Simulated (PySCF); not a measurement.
Se(OMe)(SeH) (CH₄OSe₂), SMILES CO[Se][SeH]. Coordinates come from a PBE-D3(BJ)/def2-SVP optimisation. The structure was generated by enumeration, and PubChem lists no compound with its InChIKey, so it may never have been made. Other conformers were not sampled.

Calculation: PySCF with PBE-D3(BJ)/def2-SVP.

Harmonic wavenumbers (cm⁻¹): 83, 147, 224, 274, 298, 360, 552, 696, 1029, 1123, 1135, 1388, 1394, 1425, 2281, 2914, 2992, 3046. Rotational constants (GHz): 4.677, 1.520, 1.206; symmetry number 1.

### Question
Work out the zero-point energy and the ideal-gas rigid-rotor harmonic-oscillator thermochemistry at 298.15 K and 1 atm.

### Answer
ZPE = ½ Σ hcν = ½ × 21359 cm⁻¹ = 127.76 kJ/mol. H − E(el) = 147.05 kJ/mol. Entropy in J/(mol K): translation 174.18, rotation 117.23, vibration 57.26, total 348.68. G − E(el) = 43.09 kJ/mol. Cp = 90.90 J/(mol K). Modes under 150 cm⁻¹ make the vibrational entropy uncertain.
